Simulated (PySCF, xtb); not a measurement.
## Two structures of GaHNO−

We compare a, a singlet given by its coordinates, with b, a singlet given by its coordinates. Both are isolated ions in the gas phase, relaxed with PBE0-D4/def2-SVPD.

a (Å):

```yaml
atoms:
  - { symbol: Ga, position_ang: [1.2892, -3.8806, -2.4234] }
  - { symbol: N, position_ang: [-0.3182, -3.2985, -2.8246] }
  - { symbol: O, position_ang: [2.7730, -4.4228, -1.8139] }
  - { symbol: H, position_ang: [-0.4437, -3.2343, -3.8399] }
```

Close contacts (Å): Ga1–N2 1.76, Ga1–O3 1.69, N2–H4 1.03.

b (Å):

```yaml
atoms:
  - { symbol: Ga, position_ang: [-0.1901, -0.3578, 0.7223] }
  - { symbol: N, position_ang: [-1.5852, -1.2171, 1.1711] }
  - { symbol: O, position_ang: [1.3421, 0.5673, 0.2432] }
  - { symbol: H, position_ang: [1.1139, 1.3228, -0.3054] }
```

Close contacts (Å): Ga1–N2 1.70, Ga1–O3 1.85, O3–H4 0.96.

Which of the two would you expect CCSD(T)/def2-SVPD + ΔMP2/def2-TZVPPD electronic energies to favour?

Structure a; the calculation gives E(b) − E(a) = +121.1 kJ/mol.

How the difference moves with the method:

```csv
level,geometry,E(b) − E(a) (kJ/mol),departure from the last row (kJ/mol),"job, with rough time for the two"
GFN2-xTB,GFN2-xTB,+128.7,+7.6,"optimisation, 0.31 s"
HF/STO-3G,GFN2-xTB,+141.4,+20.3,"single point, 2.6 s"
r2SCAN-D4/def2-SVPD,GFN2-xTB,+178.7,+57.6,"single point, 23 s"
PBE0-D4/def2-SVPD,PBE0-D4/def2-SVPD,+147.3,+26.1,"optimisation, 2.9 min"
HF/def2-SVPD,PBE0-D4/def2-SVPD,+176.6,+55.5,part of the CCSD(T) run
MP2/def2-SVPD,PBE0-D4/def2-SVPD,+104.0,−17.1,part of the CCSD(T) run
CCSD(T)/def2-SVPD,PBE0-D4/def2-SVPD,+121.3,+0.1,single point
CCSD(T)/def2-SVPD + ΔMP2/def2-TZVPPD,PBE0-D4/def2-SVPD,+121.1,,"single point, 85 s"
```

None of the levels shown reverses the order. The largest departure from CCSD(T)/def2-SVPD + ΔMP2/def2-TZVPPD is that of r2SCAN-D4/def2-SVPD, 57.6 kJ/mol. The last row adds to CCSD(T) the change of the MP2 difference between the two basis sets, here −0.1 kJ/mol.

With thermal terms from frequencies at re-optimised GFN2-xTB minima (ideal gas, soft modes damped towards free rotors, one conformer each, 298.15 K, 1 atm): on the last row, ΔE + ΔZPE = +121.3, ΔH = +122.1, ΔG = +129.7 kJ/mol.

The T1 diagnostic of structures a and b is large, so the coupled-cluster value is less sure. The correlated steps freeze 11 core orbitals; the filled d shell of Ga is correlated, in a basis made for valence electrons. Codes used: PySCF 2.14.0, xtb 6.7.1; the last row on 2 threads of Intel(R) Xeon(R) Processor @ 2.50GHz (Skylake/Cascade Lake) on a shared host.
